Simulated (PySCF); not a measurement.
NMR parameters of [closo-8-(SH)B11H10]2-

[closo-8-(SH)B11H10]2-, [B11H11S]2-, point group C1.

Geometry (Å), atoms numbered from 1 in this order:
```xyz
23

B     1.5746    0.0237   -0.0732
B    -1.0200    0.8585   -1.1995
B     0.4430    1.3803   -0.3298
B    -1.0888    1.1571    0.5679
B     0.5700   -1.2837    0.6512
B     0.9844   -1.3708   -0.9679
B    -0.7358   -1.0932   -0.8491
B    -1.0906   -0.5808    1.0413
B     0.6430    0.1442   -1.5976
B     0.3922    0.4002    1.2048
B    -2.0296   -0.0838   -0.2515
H     2.7632    0.2302    0.1117
H    -1.4544    1.5178   -2.1316
H     0.8924    2.5050   -0.4532
H    -1.6066    2.0917    1.1553
H     0.8685   -2.1577    1.4476
H     1.5592   -2.2849   -1.5286
H    -1.2716   -2.0139   -1.4459
H    -1.5705   -1.1348    2.0152
H     0.9992    0.4612   -2.7220
S     1.0000    0.9687    2.9146
H     2.2629    0.5003    2.8051
H    -3.2276   -0.2455   -0.3867
```

Total charge -2.

GIAO calculations in PySCF 2.14 on the PBE0-D3(BJ)/def2-SVP structure: isolated species, non-relativistic, equivalent atoms averaged; basis pcSseg-1.

Task: Give the isotropic shieldings (ppm) with KT2, PBE0.

Result: 
```tsv
atoms	environment	KT2	PBE0
S21	sulfur bonded to B, H	686	692
B6/B11	boron bonded to 4 B, H	106.0	103.2
B2/B9	boron bonded to 5 B, H	121.5	120.9
B1/B4	boron bonded to 5 B, H	122.2	121.5
B10	boron bonded to 5 B, S	122.3	121.4
B5/B8	boron bonded to 5 B, H	122.7	121.7
B3	boron bonded to 5 B, H	129.5	128.0
B7	boron bonded to 6 B, H	132.3	132.2
H17/H23	hydrogen on a boron bonded to 4 B	28.19	28.13
H16/H19	hydrogen on a boron bonded to 5 B	29.54	29.69
H13/H20	hydrogen on a boron bonded to 5 B	29.67	29.86
H14	hydrogen on a boron bonded to 5 B	29.76	29.88
H12/H15	hydrogen on a boron bonded to 5 B	30.22	30.43
H18	hydrogen on a boron bonded to 6 B	30.72	31.04
H22	hydrogen on a sulfur bonded to B	31.07	31.28
HOMO–LUMO gap (eV)	–	3.75	5.54
```

Task: And the chemical shifts, against references computed in the same way?

Result: 
```csv
atoms,"nucleus, reference",KT2,PBE0
S21,"33S, CS2",-168,-196
B6/B11,"11B, BF3·OEt2",-6.1,-2.5
B2/B9,"11B, BF3·OEt2",-21.6,-20.2
B1/B4,"11B, BF3·OEt2",-22.3,-20.8
B10,"11B, BF3·OEt2",-22.4,-20.6
B5/B8,"11B, BF3·OEt2",-22.8,-21.0
B3,"11B, BF3·OEt2",-29.6,-27.3
B7,"11B, BF3·OEt2",-32.4,-31.5
H17/H23,"1H, TMS",2.98,3.13
H16/H19,"1H, TMS",1.64,1.58
H13/H20,"1H, TMS",1.51,1.41
H14,"1H, TMS",1.41,1.39
H12/H15,"1H, TMS",0.96,0.84
H18,"1H, TMS",0.45,0.23
H22,"1H, TMS",0.11,-0.01
```

Task: Which part of the shielding of S21 depends on the functional?

Result: Diamagnetic: KT2 1061, PBE0 1059 ppm; paramagnetic: KT2 -375, PBE0 -367 ppm.

The ion is multiply charged and has no counter-ions or solvent here.
